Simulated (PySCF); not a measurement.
**SMILES C(=C/C#C)(/Cl)C(=C)Cl, C$_{6}$H$_{4}$Cl$_{2}$**

Cartesian coordinates in Å; atom numbers follow the order of the lines, from 1:
```xyz
12

C     3.431   -0.184    1.520
C     2.302    0.262    1.485
C     1.003    0.815    1.469
C    -0.055    0.293    0.807
Cl    0.143   -1.161   -0.105
C    -1.401    0.875    0.797
C    -2.459    0.374    0.147
Cl   -1.593    2.340    1.719
H     4.426   -0.589    1.544
H     0.832    1.735    2.034
H    -2.356   -0.542   -0.434
H    -3.428    0.872    0.193
```

The calculation used PySCF 2.14.0, quadratic response CAM-B3LYP/aug-cc-pVDZ first hyperpolarisability, Taylor convention, gas phase. Geometry: PBE0-D3(BJ)/def2-SVP.

(1) Give the tensor of the second harmonic β(−2ω;ω,ω) at 1907 nm in the axes of these coordinates.

Results:

(1) In au, Taylor convention; rows are the first index (the induced dipole):
|  | xx | yy | zz | xy | xz | yz |
| --- | --- | --- | --- | --- | --- | --- |
| x | +172.6 | -0.1 | +6.9 | -5.6 | +50.2 | -2.2 |
| y | -4.4 | +12.7 | +2.3 | +0.3 | -1.3 | -7.2 |
| z | +51.2 | -7.4 | +16.4 | -1.7 | +7.2 | +2.1 |

Norm of βᵢ = ⅓ Σⱼ (βᵢⱼⱼ + βⱼᵢⱼ + βⱼⱼᵢ): 189.7 au, hyper-Rayleigh value 79.9 au.
